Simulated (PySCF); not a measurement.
TDDFT excited states: C5H7NO2

C5H7NO2.
SMILES: `[H]/N=C/CC(=O)OC=C`

Computed with TDDFT PBE0/def2-SVPD, vertical, gas phase, core orbitals frozen in the response in PySCF. The structure is a single PBE0-D3(BJ)/def2-SVP conformer in the gas phase; no vibrational or solvent corrections. Torsions of this conformer, `[H]/[N:8]=[CH:7]/[CH2:6][C:4]([O:3][CH:2]=[CH2:1])=[O:5]`: C1–C2–O3–C4 180°, C2–O3–C4–O5 1°, O3–C4–C6–C7 -166°, C4–C6–C7–N8 144°.

```csv
state,E (eV),E (kJ/mol),λ (nm),f,"main configurations (H = HOMO, L = LUMO)"
S1,5.34,515,232.4,0.0019,H-1→L+1 (97%)
S2,5.76,556,215.3,0.0012,"H-2→L (57%), H-1→L (32%)"
S3,6.14,592,202.0,0.339,H→L (91%)
S4,6.34,612,195.5,0.0031,"H-1→L (63%), H-2→L (29%)"
S5,6.36,614,194.8,0.034,H→L+1 (96%)
S6,7.00,675,177.2,0.0065,H-2→L+1 (95%)
```

The lowest singlet lies at 5.34 eV (232 nm, ultraviolet) and is very weak; its leading configuration is HOMO-1→LUMO+1 (97%). The strongest level in the table is S3 at 6.14 eV (202 nm, f = 0.339). Löwdin shares by element: HOMO carbon 65% or more, oxygen 23%; LUMO carbon 56% or more, oxygen 19% or more (atoms not listed hold the other 24%). Orbital energies (eV): HOMO-3 -9.38, HOMO-2 -8.72, HOMO-1 -7.90, HOMO -7.59, LUMO -0.75, LUMO+1 -0.51, LUMO+2 0.58. Weighted by f, the mean energy of these states is 6.17 eV. Of the 6 states listed, 2 reach f = 0.01 and none stays under 0.0005. Only the lowest 6 singlets were computed, as vertical energies without vibronic structure.
